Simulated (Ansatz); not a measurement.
GeHCl₃⁺. Charge 1, multiplicity 2. Geometry PBE0-D4/def2-SVP, that of the neutral singlet; atoms count from 1.

```xyz
5

Ge    0.053    0.037    0.130
H     0.613    0.421    1.497
Cl    1.376   -1.311   -0.869
Cl   -0.195    1.770   -1.096
Cl   -1.847   -0.917    0.339
```

**Question.** Estimate the Mulliken populations from the PBE0/def2-TZVP orbitals of Ansatz.

**Answer.** 
| atom | charge (e) | spin (α − β) |
| --- | --- | --- |
| Ge1 | 0.66 | -0.07 |
| H2 | 0.19 | 0.00 |
| Cl3 | 0.05 | 0.36 |
| Cl4 | 0.05 | 0.36 |
| Cl5 | 0.05 | 0.36 |
Mulliken values depend strongly on the basis.

**Question.** Where does the spin sit?

**Answer.** Summed by element: Ge -0.07, H 0.00, Cl 1.07, of 1 unpaired in all. Largest on single atoms: Cl5 0.36, Cl3 0.36, Cl4 0.36.

**Question.** And the Mayer bond orders between heavy atoms (over 0.3)?

**Answer.** Ge1–Cl3 1.03 (2.14 Å); Ge1–Cl4 1.03 (2.14 Å); Ge1–Cl5 1.03 (2.14 Å).
